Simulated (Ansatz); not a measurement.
```yaml
crystal:
  periodic: [false, false, false]
  atoms:
    - {symbol: O, position_ang: [-0.807853, 0.246798, 1.096796]}
    - {symbol: Ti, position_ang: [0.229689, -0.150064, -0.720378]}
    - {symbol: F, position_ang: [-1.220064, 0.776835, -1.350595]}
    - {symbol: F, position_ang: [0.121459, -1.610445, -0.866583]}
    - {symbol: Cl, position_ang: [1.920384, 1.049222, -0.916130]}
    - {symbol: H, position_ang: [-0.608913, -0.028165, 1.866845]}
basis:
  gaussian: {orbitals: STO-3G}
hamiltonian: {xc: {name: PBE0}, dispersion: d4}
```

```sh
$ ansatz run in.yaml --threads 4 --pin off --events-out ev --progress --plain --max-ram 10444MiB
```

Shortened log:

```
Functional definition: PBE0
576 factors; integrals over basis functions are off by at most 1.1e-4 eV
mean field evaluation 1: about -42639.1327 eV, gradient 3.6e1 eV
mean field evaluation 2: about -42535.5607 eV, gradient 2.0e2 eV
mean field evaluation 4: about -42643.8213 eV, gradient 1.0e1 eV
mean field evaluation 8: about -42644.1350 eV, gradient 1.9e-1 eV
mean field -42644.13517654 eV, -1567.1430625048 hartree, gradient 5.1e-5 eV, S^2 0.000000; 0 other end points of the search recorded, 0 dependent functions left out
reference -42644.13519288 eV, -1567.1430631054 hartree; 33, 33 occupied and 10, 10 virtual orbitals, 576 factors
Total energy: -42644.25010066 eV, -1567.1472858885 hartree
```

Hardware: 4 threads of an Intel Xeon Platinum 8488C on a shared host. Wall time 0.4 s, peak host memory 0.4 GiB.
